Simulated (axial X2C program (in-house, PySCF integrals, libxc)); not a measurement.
## Nuclear properties of ClZrCl

Calculated with an axial X2C code built on PySCF integrals: two-component X2C with atomic mean-field Coulomb and Gaunt terms, Gaussian nuclei, basis Cl dyall-av3z, Zr dyall-v3z with contracted cores.

Cl–Zr–Cl held linear, with bonds 2.359 and 2.359 Å (near the PBE0 minimum at charge 0 of the determinant lowest at the starting distance; the state shown can have its own minimum elsewhere, held linear; other orders of the atoms were not compared).

Determinant lowest in the PBE0 search, Ω = 1 (⟨Sz⟩ = -1.00, ⟨Lz⟩ = 2.00 at PBE0), spin on the atoms Cl 0.01, Zr -1.02, Cl 0.01:

| level | A∥/gI Cl (MHz) | qzz Cl (a.u.) | A∥/gI Zr (MHz) | qzz Zr (a.u.) |
| --- | --- | --- | --- | --- |
| PBE0 | -6.02 | -0.07 | -893 | -3.46 |
| HF | 5.17 | -0.07 | -820 | -4.06 |
| B3LYP | -7.6 | -0.13 | -943 | -3.46 |

Determinant 0.09 eV from it at PBE0 and this distance, Ω = 3 (⟨Sz⟩ = 1.00, ⟨Lz⟩ = 2.00 at PBE0), spin on the atoms Cl -0.01, Zr 1.02, Cl -0.01:

```tsv
level	A∥/gI Cl (MHz)	qzz Cl (a.u.)	A∥/gI Zr (MHz)	qzz Zr (a.u.)
PBE0	1.75	-0.07	593	-3.50
HF	-4.51	-0.07	536	-4.09
B3LYP	2.56	-0.13	613	-3.51
```

A∥ (defined per Ω) follows by multiplying with gI = μI/(I μN); qzz is the electric field gradient, eQq0 = 234.96 MHz × Q/barn × qzz. The operators were transformed with the bare-nucleus X2C matrices; with these basis sets, hyperfine constants and field gradients can be off by tens of per cent, and where levels differ in sign neither size nor sign is settled.

Problem. With Q(35Cl) = -0.08112 barn, gI(91Zr) = -0.5214, Q(91Zr) = -0.176 barn (g factors from the IAEA table of nuclear moments by Stone; Q from Pyykkö, Mol. Phys. 2018), turn the PBE0 values of the first state into constants in MHz.

Solution. eQq0(35Cl) = 234.96 × (-0.08112) × (-0.07) = 1.33 MHz; A∥(91Zr) = -893 × -0.5214 = 466 MHz; eQq0(91Zr) = 234.96 × (-0.176) × (-3.46) = 143 MHz.

The molecule was held linear; bending was not examined, so a bent shape may lie lower.

Each state is one determinant with collinear spin, which with several unpaired electrons need not be a pure state. Unrestricted Hartree–Fock can overshoot spin polarisation at the nuclei. With several open shells hyperfine constants can be off by a factor of several. Open-shell Ω = 0 determinants with evenly filled partner blocks cannot be reached by this program, so the Ω shown need not be the lowest component. The search compared states at one distance, so a state with another bond length can lie lower. PBE0 term energies can be off by some tenths of an eV.
